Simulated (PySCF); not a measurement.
C₅H₁₆GeSi, singlet, geometry from GFN2-xTB, atoms displaced at random by about 0.08 Å a coordinate; PBE0/STO-3G, gradient run with PySCF.

Input for PySCF:
```python
from pyscf import gto, scf, dft

mol = gto.Mole()
mol.atom = '''
    Si    1.506763   -0.363143   -0.601741
    C     2.191133    1.575279   -0.553004
    C     2.403990   -1.225278    0.698007
    Ge   -0.710328    0.109440    0.043901
    C    -1.741133    1.126143   -1.261661
    C    -1.565559   -1.813339    0.184992
    C    -1.070955    0.880087    1.723404
    H     1.544246   -0.686328   -2.038774
    H     3.409697    1.520861   -0.751244
    H     2.367684    2.062703    0.435742
    H     1.760524    2.257229   -1.286940
    H     1.947008   -2.179531    0.463639
    H     3.520054   -1.488633    0.181114
    H     2.277192   -0.988596    1.724298
    H    -1.535493    2.147515   -1.212388
    H    -2.960887    1.095642   -1.019627
    H    -1.726645    0.572266   -2.214423
    H    -2.579121   -1.677097    0.266815
    H    -1.329722   -2.426245    0.859388
    H    -1.524186   -2.346779   -0.786233
    H    -2.123484    0.815394    1.989525
    H    -0.593434    0.266508    2.604329
    H    -0.549288    1.839249    1.792011
'''
mol.basis = 'sto-3g'
mol.charge = 0
mol.spin = 0
mol.verbose = 4
mol.build()

mf = dft.RKS(mol)
mf.xc = 'pbe0'
mf.kernel()
g = mf.nuc_grad_method()
grad = g.kernel()
```

What the program printed (banner, timings and long lists left out):

```
PySCF version 2.14.0

[INPUT] verbose = 4
[INPUT] num. atoms = 23
[INPUT] num. electrons = 92
[INPUT] charge = 0
[INPUT] spin (= nelec alpha-beta = 2S) = 0
[INPUT] symmetry False subgroup None
[INPUT] Mole.unit = angstrom
[INPUT] Symbol           X                Y                Z      unit          X                Y                Z       unit  Magmom
[...]
nuclear repulsion = 688.999617554868
number of shells = 44
number of NR pGTOs = 204
number of NR cGTOs = 68
basis = sto-3g
ecp = {}

******** <class 'pyscf.dft.rks.RKS'> ********
method = RKS
initial guess = minao
damping factor = 0
level_shift factor = 0
DIIS = <class 'pyscf.scf.diis.CDIIS'>
diis_start_cycle = 1
diis_space = 8
diis_damp = 0
SCF conv_tol = 1e-09
SCF conv_tol_grad = None
SCF max_cycles = 50
direct_scf = True
direct_scf_tol = 1e-13
XC library pyscf.dft.libxc version 7.1.2
    S. Lehtola, C. Steigemann, M. J. T. Oliveira, and M. A. L. Marques,  SoftwareX 7, 1–5 (2018)
XC functionals = pbe0
    C. Adamo and V. Barone,  J. Chem. Phys. 110, 6158 (1999)
    M. Ernzerhof and G. E. Scuseria,  J. Chem. Phys. 110, 5029 (1999)
radial grids:
    Treutler-Ahlrichs [JCP 102, 346 (1995); DOI:10.1063/1.469408] (M4) radial grids

becke partition: Becke, JCP 88, 2547 (1988); DOI:10.1063/1.454033
pruning grids: <function nwchem_prune>
grids dens level: 3
symmetrized grids: False
atomic radii adjust function: <function treutler_atomic_radii_adjust>
small_rho_cutoff = 0
Set gradient conv threshold to 3.16228e-05
Initial guess from minao.
tot grids = 267344
init E= -2533.81560808681
[...]
cycle= 1 E= -2536.1830468303  delta_E= -2.37  |g|= 0.716  |ddm|= 5.39
[...]
cycle= 2 E= -2536.18976084571  delta_E= -0.00671  |g|= 0.765  |ddm|= 2.47
[...]
cycle= 3 E= -2536.38749750268  delta_E= -0.198  |g|= 0.0798  |ddm|= 1.35
[...]
cycle= 4 E= -2536.3892206684  delta_E= -0.00172  |g|= 0.0356  |ddm|= 0.174
[...]
cycle= 5 E= -2536.38963797416  delta_E= -0.000417  |g|= 0.00656  |ddm|= 0.0599
[...]
cycle= 6 E= -2536.38965248944  delta_E= -1.45e-05  |g|= 0.00185  |ddm|= 0.0118
[...]
cycle= 7 E= -2536.38965365929  delta_E= -1.17e-06  |g|= 0.000333  |ddm|= 0.00316
[...]
cycle= 8 E= -2536.38965369894  delta_E= -3.97e-08  |g|= 0.000127  |ddm|= 0.000769
[...]
cycle= 9 E= -2536.38965370567  delta_E= -6.73e-09  |g|= 1.3e-05  |ddm|= 0.000259
[...]
cycle= 10 E= -2536.38965370574  delta_E= -6.41e-11  |g|= 6.57e-06  |ddm|= 3.67e-05
[...]
Extra cycle  E= -2536.38965370573  delta_E= 8.64e-12  |g|= 6.49e-06  |ddm|= 1.93e-05
converged SCF energy = -2536.38965370573

******** <class 'pyscf.grad.rks.Gradients'> for <class 'pyscf.dft.rks.RKS'> ********
unit = Eh/Bohr
grid_response = False
--------------- RKS gradients ---------------
         x                y                z
0 Si     0.0318889761    -0.1473985372     0.0071635417
1 C    -0.1039951900     0.0518366854    -0.0044306918
2 C    -0.0814081207     0.0747217342     0.0971529526
3 Ge     0.0299201571     0.0584283225    -0.0008583433
4 C     0.0934596915     0.0843515893    -0.0404552863
5 C    -0.0013228589    -0.1457270010     0.1706631614
6 C    -0.0527675215     0.0525169018    -0.0333478199
7 H    -0.0074707604     0.0121752894    -0.0169443387
8 H     0.0732374257     0.0014431524     0.0111923877
9 H     0.0350473207     0.0076175971     0.0050718673
10 H     0.0031555566    -0.0030005271    -0.0002418055
11 H     0.0039605612     0.0251778676    -0.0255957520
12 H     0.0640054299    -0.0301288270    -0.0581369018
13 H    -0.0086066600    -0.0124202260    -0.0224542372
14 H    -0.0200645148    -0.0442687548     0.0180096689
15 H    -0.0789943440     0.0019659248     0.0052700909
16 H    -0.0116617556    -0.0237281802     0.0055178758
17 H     0.0666840458    -0.0152511917    -0.0128633928
18 H    -0.0637474106     0.1113589503    -0.1389009329
19 H    -0.0131548255    -0.0067292724    -0.0082316306
20 H     0.0073930744    -0.0209381221     0.0055821390
21 H     0.0144205889    -0.0218591240     0.0416776842
22 H     0.0200066397    -0.0101735642    -0.0048225749
----------------------------------------------
```
